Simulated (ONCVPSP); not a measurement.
Ru, ONCV: configuration errors across variants

```
Element                 : Ru
Generator               : ONCVPSP 4.0.1
Type                    : optimised norm-conserving Vanderbilt (ONCV)
Functional              : PBE
Relativity              : scalar-relativistic
Frozen core             : [Ar] 3d10
Valence charge          : 16
Reference configuration : 4s2 4p6 4d5 (charge +3)
Partial waves           : 4s: rc 1.15 bohr, ncon 4, nbas 7, qcut 4.8 1/bohr, 2 projectors, debl 1.7 Ha; 4p: rc 1.35 bohr, ncon 3, nbas 6, qcut 8.3 1/bohr, 2 projectors, debl 1.1 Ha; 4d: rc 1.40 bohr, ncon 4, nbas 7, qcut 6.7 1/bohr, 1 projector
Local potential         : polynomial inside 0.90 bohr (lpopt 5, dvloc0 -1 Ha)
Core correction         : none
```

In the s channel the program set the typed energies aside and used -4.082, 0.250 Ha. In the p channel the program set the typed energies aside and used -2.967, 0.250 Ha.

All-electron excitation energies from the reference (eV): (1) 4s2 4p6 4d7 5s1 -56.101; (2) 4s2 4p6 4d7 -48.809; (3) 4s2 4p6 4d6 -30.623; (4) 4s2 4p6 4d6 5s1 -45.989.

Errors AE − PS in meV (a dash: test not solved or not reliable):

| change | (1) | (2) | (3) | (4) | bound ghosts | GHOST(+) flags above zero |
| --- | --- | --- | --- | --- | --- | --- |
| base | +12 | +10 | +5.1 | +8.4 | none | s |
| s: qcut 6.1 | +12 | +10 | +5.2 | +8.4 | none | s |
| p: ncon 4, nbas 7 | +12 | +10 | +5.1 | +8.2 | none | s |
| s: qcut 3.3; p: qcut 5.8; d: qcut 4.7 | +9.5 | +7.8 | +4.7 | +7.6 | none | s |
| p: nproj 1 | +15 | +14 | +6.6 | +9.7 | none | s |
| s: qcut 4.3 | +12 | +10 | +5.1 | +8.3 | none | s |
| local potential polynomial inside 0.90 bohr (lpopt 5, dvloc0 -1.5 Ha) | +12 | +10 | +5.1 | +8.4 | none | s |
| s: rc 1.26 | +12 | +10 | +5.1 | +8.6 | none | s |
| core correction polynomial model core, fcfact 0.65 | +13 | +11 | +5.5 | +8.3 | none | s |

Problem. Give the same row for: p: rc 1.68.

Solution. +13, +11, +5.6, +8.9; bound ghosts: none; GHOST(+) flags above zero: s.
